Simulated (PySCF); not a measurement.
## Basis-set dependence of excited states

Species: GeH6O2Si.
SMILES: `O[SiH](O)[GeH3]`

TDDFT with PBE0 (PySCF), vertical singlets, core orbitals frozen in the response, spherical d and f functions. Isolated species at its PBE0-D3(BJ)/def2-SVP geometry (one conformer only). Relativistic effects, spin–orbit coupling among them, are left out although an element past zinc is present.

```json
{"basis": "6-31G*", "functions": "90", "diffuse": "no", "S1 (eV)": "6.80", "S2 (eV)": "6.97", "S3 (eV)": "8.07", "S4 (eV)": "8.34", "S5 (eV)": "8.42", "LUMO (eV)": "0.58", "α (au)": "55.3"}
{"basis": "def2-SVP", "functions": "108", "diffuse": "no", "S1 (eV)": "6.81", "S2 (eV)": "6.93", "S3 (eV)": "8.24", "S4 (eV)": "8.36", "S5 (eV)": "8.38", "LUMO (eV)": "0.52", "α (au)": "58.8"}
{"basis": "def2-SVPD", "functions": "156", "diffuse": "yes", "S1 (eV)": "6.44", "S2 (eV)": "6.55", "S3 (eV)": "7.18", "S4 (eV)": "7.65", "S5 (eV)": "7.99", "LUMO (eV)": "-0.14", "α (au)": "69.2"}
{"basis": "aug-cc-pVDZ", "functions": "163", "diffuse": "yes", "S1 (eV)": "6.20", "S2 (eV)": "6.38", "S3 (eV)": "6.88", "S4 (eV)": "7.20", "S5 (eV)": "7.58", "LUMO (eV)": "-0.45", "α (au)": "70.3"}
{"basis": "def2-TZVP", "functions": "183", "diffuse": "no", "S1 (eV)": "6.56", "S2 (eV)": "6.62", "S3 (eV)": "7.73", "S4 (eV)": "8.11", "S5 (eV)": "8.17", "LUMO (eV)": "0.13", "α (au)": "65.3"}
{"basis": "def2-TZVPD", "functions": "231", "diffuse": "yes", "S1 (eV)": "6.28", "S2 (eV)": "6.41", "S3 (eV)": "7.05", "S4 (eV)": "7.51", "S5 (eV)": "7.78", "LUMO (eV)": "-0.33", "α (au)": "69.8"}
```

Q: How much do these states and the polarisability depend on the basis?

A: States are compared by their number. Against the largest diffuse basis here (def2-TZVPD, itself not a converged limit), sets without diffuse functions differ by up to 0.54 eV in S1 and 0.63 eV in S5; the smaller diffuse sets differ by up to 0.16 and 0.20 eV. State by state, the largest deviation of a set without diffuse functions is S1 0.54, S2 0.57, S3 1.19, S4 0.85, S5 0.63 eV. The same number needn't mean the same state in each row. Against def2-TZVPD the polarisability deviates by -21% in 6-31G*, -16% in def2-SVP, -1% in def2-SVPD, +1% in aug-cc-pVDZ, -6% in def2-TZVP.

Without π bonds the low states may be Rydberg-like; a valence basis with one diffuse set may place them up to an eV too high.
